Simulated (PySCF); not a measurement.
**Spin-rotation constants: `N#C[BH2-][PH+](F)F`, CH₃BF₂NP**

Molfile (atoms numbered from 1):
```
CH3BF2NP
     RDKit          3D

  9  8  0  0  0  0  0  0  0  0999 V2000
   -2.6282    0.9679    0.1006 N   0  0  0  0  0  0  0  0  0  0  0  0
   -1.7518    0.2163   -0.0132 C   0  0  0  0  0  0  0  0  0  0  0  0
   -0.5287   -0.7483   -0.1415 B   0  0  0  0  0  0  0  0  0  0  0  0
    0.9780    0.3321    0.1008 P   0  0  0  0  0  0  0  0  0  0  0  0
    1.2558    1.4136   -1.0093 F   0  0  0  0  0  0  0  0  0  0  0  0
    2.3216   -0.4891    0.0944 F   0  0  0  0  0  0  0  0  0  0  0  0
   -0.3965   -1.5197    0.7966 H   0  0  0  0  0  0  0  0  0  0  0  0
   -0.3670   -1.2733   -1.2259 H   0  0  0  0  0  0  0  0  0  0  0  0
    1.1306    1.1077    1.2719 H   0  0  0  0  0  0  0  0  0  0  0  0
  1  2  3  0
  2  3  1  0
  3  4  1  0
  4  5  1  0
  4  6  1  0
  3  7  1  0
  3  8  1  0
  4  9  1  0
M  CHG  2   3  -1   4   1
M  END
```

Computed, not measured: GIAO KT3/pcSseg-1 magnetisability, rotational g tensor and spin-rotation constants, non-relativistic, gas phase in PySCF. Geometry: PBE0-D3(BJ)/def2-SVP.

**Question.** Give the nuclear spin-rotation constants along the inertial axes (H = +C I·J) beside the isotropic shieldings.

**Answer.** Rotational constants 6.3216, 1.6579, 1.4104 GHz. A star marks the isotopologue with that one atom substituted, in its own axes.
| atom | isotope | Caa (kHz) | Cbb (kHz) | Ccc (kHz) | mean (kHz) | σ (ppm) |
| --- | --- | --- | --- | --- | --- | --- |
| N1 | 14N | 0.571 | 0.321 | 0.330 | 0.407 | -64.8 |
| B3 | 11B | 0.735 | 0.188 | 0.161 | 0.361 | 145.1 |
| P4 | 31P | 11.640 | 3.172 | 2.889 | 5.901 | 175.6 |
| F5 | 19F | 5.014 | 1.766 | 2.237 | 3.006 | 271.2 |
| F6 | 19F | 7.192 | 1.370 | 1.983 | 3.515 | 275.5 |
| H7 | 1H | -0.625 | 0.009 | -0.117 | -0.245 | 29.4 |
| H8 | 1H | -0.595 | -0.166 | 0.035 | -0.242 | 29.1 |
| H9 | 1H | -0.555 | -0.149 | 0.104 | -0.200 | 23.5 |
| C2 | 13C* | 0.946 | 0.525 | 0.540 | 0.670 | 75.8 |

For the geometry as given, no vibrational averaging.

**Question.** How do the rotational constants and the g tensor change when H7, H8, H9 are replaced by deuterium?

**Answer.** Constants 5.5514, 1.6228, 1.3848 GHz; g -0.0444, -0.0249, -0.0259, against -0.0501, -0.0256, -0.0263 before.
